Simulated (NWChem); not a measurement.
System meant: C₃H₄O₂Si; SMILES OC([SiH2]C#C)=O

Here is an NWChem input.

```
start job
memory heap 200 mb stack 900 mb global 1100 mb
geometry units angstroms noautoz
  C      0.959113     2.746852     0.175265
  C      0.199826     1.802285     0.066804
  Si    -0.942744     0.383881    -0.096077
  C     -0.060438    -1.316303     0.119496
  O     -0.682086    -2.344163     0.035869
  O      1.252408    -1.273812     0.361847
  H      1.633246     3.579958     0.271908
  H     -1.998608     0.443154     0.951373
  H     -1.560866     0.365831    -1.449932
  H      1.552728    -2.196571     0.446044
end
basis spherical
  C library def2-svp
  Si library def2-svp
  O library def2-svp
  H library def2-svp
end
dft
  xc pbe0
  iterations 4
  mulliken
end
task dft energy
```

End of the output:

```
    Atom       Charge   Shell Charges
 -----------   ------   -------------------------------------------------------
    1 C    6     6.04   1.97  0.64  0.36  1.80  1.22  0.05
    2 C    6     6.20   1.97  0.66  0.37  1.83  1.32  0.05
    3 Si  14    13.51   2.00  1.93  0.64  0.32  5.82  1.34  1.13  0.33
    4 C    6     6.04   1.96  0.63  0.34  1.79  1.05  0.27
    5 O    8     8.18   1.97  0.93  0.65  2.69  1.91  0.03
    6 O    8     8.03   1.97  0.89  0.57  2.69  1.88  0.03
    7 H    1     0.95   0.60  0.27  0.08
    8 H    1     1.07   0.64  0.41  0.02
    9 H    1     1.07   0.64  0.41  0.02
   10 H    1     0.91   0.55  0.19  0.17

 center of mass
 --------------
 x =   0.00965147 y =  -0.04294968 z =  -0.00007878

 moments of inertia (a.u.)
 ------------------
        1045.129847314919          -0.000000000000          -0.000000000000
          -0.000000000000         293.939271835055           0.000000000000
          -0.000000000000           0.000000000000        1317.603475565804

     Multipole analysis of the density
     ---------------------------------

     L   x y z        total         alpha         beta         nuclear
     -   - - -        -----         -----         ----         -------
     0   0 0 0     -0.000000    -26.000000    -26.000000     52.000000

     1   1 0 0      0.524399      0.262199      0.262199      0.000000
     1   0 1 0      0.502349      0.251175      0.251175     -0.000000
     1   0 0 1      0.000991      0.000495      0.000495     -0.000000

     2   2 0 0    -28.892264    -95.560893    -95.560893    162.229522
     2   1 1 0     -2.019417     -1.139464     -1.139464      0.259511
     2   1 0 1     -0.005961      0.002299      0.002299     -0.010558
     2   0 2 0    -29.891141   -289.841157   -289.841157    549.791173
     2   0 1 1     -0.011545      0.001640      0.001640     -0.014825
     2   0 0 2    -31.413045    -21.031075    -21.031075     10.649104

 ------------------------------------------------------------------------
 dft energy failed                                                                                  0
 ------------------------------------------------------------------------
 ------------------------------------------------------------------------
  current input line :
    26: task dft energy
 ------------------------------------------------------------------------
 ------------------------------------------------------------------------
 This type of error is most commonly associated with calculations not reaching convergence criteria
 ------------------------------------------------------------------------
 For more information see the NWChem manual at https://nwchemgit.github.io

0:dft energy failed:Received an Error in Communication
```

### Question
Find the fault in this run and fix the input.

### Answer
The run did not converge; its last values are not results. Cause: the SCF was allowed too few iterations. This input runs:
```
start job
memory heap 200 mb stack 900 mb global 1100 mb
geometry units angstroms noautoz
  C      0.959113     2.746852     0.175265
  C      0.199826     1.802285     0.066804
  Si    -0.942744     0.383881    -0.096077
  C     -0.060438    -1.316303     0.119496
  O     -0.682086    -2.344163     0.035869
  O      1.252408    -1.273812     0.361847
  H      1.633246     3.579958     0.271908
  H     -1.998608     0.443154     0.951373
  H     -1.560866     0.365831    -1.449932
  H      1.552728    -2.196571     0.446044
end
basis spherical
  * library def2-svp
end
dft
  xc pbe0
  iterations 150
  mulliken
end
task dft energy
```
It converges to -555.89402 Ha (PBE0/def2-SVP).
